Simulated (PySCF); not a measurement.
F₄Ti, charge +1, doublet, geometry from GFN2-xTB (such geometries of metal compounds can be far from the true shape) (the multiplicity is a formal guess); PBE/STO-3G in PySCF.

Here is a job for PySCF.
```python
from pyscf import gto, scf, dft

mol = gto.Mole()
mol.atom = '''
    Ti    0.000000    0.000000    0.000000
    F     1.112168    0.799841   -1.035057
    F     0.851759   -1.071247    1.036795
    F    -1.122956   -0.890584   -0.945429
    F    -0.840971    1.161990    0.943691
'''
mol.basis = 'sto-3g'
mol.charge = 1
mol.spin = 1
mol.verbose = 3
mol.build()

mf = dft.UKS(mol)
mf.xc = 'pbe'
mf.kernel()
```

**Question.** Predict the main parts of the log of this PySCF run.

**Answer.** 
```
SCF not converged.
SCF energy = -1233.78721146791 after 50 cycles  <S^2> = 0.75374289  2S+1 = 2.0037394
```

Convergence was not reached.
